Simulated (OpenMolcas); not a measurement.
## Ru2+: moving or changing the point charges

Ru2+ among 4 point charges of -2 e arranged as a tetrahedron (Td), 2.18 Å from the ion.
```
   1.2586    1.2586    1.2586  -2.00
   1.2586   -1.2586   -1.2586  -2.00
  -1.2586    1.2586   -1.2586  -2.00
  -1.2586   -1.2586    1.2586  -2.00
```

```
Program             : OpenMolcas 26.06
Method              : CASSCF
Basis               : ANO-RCC-VTZP [7s6p4d2f1g]
Scalar Hamiltonian  : DKH2, point nucleus
Active space        : 6 electrons in 5 orbitals (4d)
State averaging     : 2S+1 = 5 even, 5 roots; 2S+1 = 3 even, 45 roots; 2S+1 = 1 even, 50 roots
Spin-orbit coupling : RASSI with atomic mean-field integrals over the reference wave functions
```

Runs around this geometry, states (labels of Td). Energies in cm-1 above the lowest state or level, χT in cm3 K/mol; 10Dq and B are least-squares fits to the states below 45000 cm-1, weighted by degeneracy, with a free offset, and given where the rms deviation is under 5 % of |10Dq| (or 100 cm-1) and under 700 cm-1; 10Dq is negative for this site.

| R (Å) | q (e) | Ground state | First state of that spin | 10Dq | B (rms of fit) | First gap with spin-orbit (degeneracies) | χT at 300 K | First state of another spin |
| --- | --- | --- | --- | --- | --- | --- | --- | --- |
| 2.18 | -1.3 | 5E | 5T2 2021 |  |  | 82.7 (1, 3) | 4.608 | 3T1 16630 |
| 1.98 | -2 | 5E | 5T2 2431 |  |  | 87.3 (1, 3) | 4.358 | 3T1 15075 |
| 2.18 | -2 | 5E | 5T2 2355 | -2264 | 827 (101) | 84.7 (1, 3) | 4.431 | 3T1 16084 |
| 2.27 | -2 | 5E | 5T2 2132 |  |  | 83.9 (1, 3) | 4.542 | 3T1 16381 |

Taking the first state of the same spin as R^-n, n = -ln(2132 / 2431) / ln(2.27 / 1.98) = 1.0 between the shortest and longest distance.

Scaling the charges by -1.3 / -2 = 0.65 scales the first state of the same spin by 2021 / 2355 = 0.86; with fixed orbitals a first-order splitting would follow the charge.

An orbital doublet at a regular site is open to a Jahn-Teller distortion, which this geometry leaves out. Without dynamic correlation the repulsion within the d shell is too large (B by tens of per cent), so at a given field states of lower spin stand too high. Point charges give a weaker field than real ligands, and real ions of this kind are as a rule low spin; the high spin found here belongs to the model. The ground term spreads over less than 5000 cm-1, several times less than with real ligands, so orbital moments are less quenched and χT lies further from the spin-only value than at real sites. This is an electrostatic model: the charges have no orbitals. No measured value stands beside these numbers.
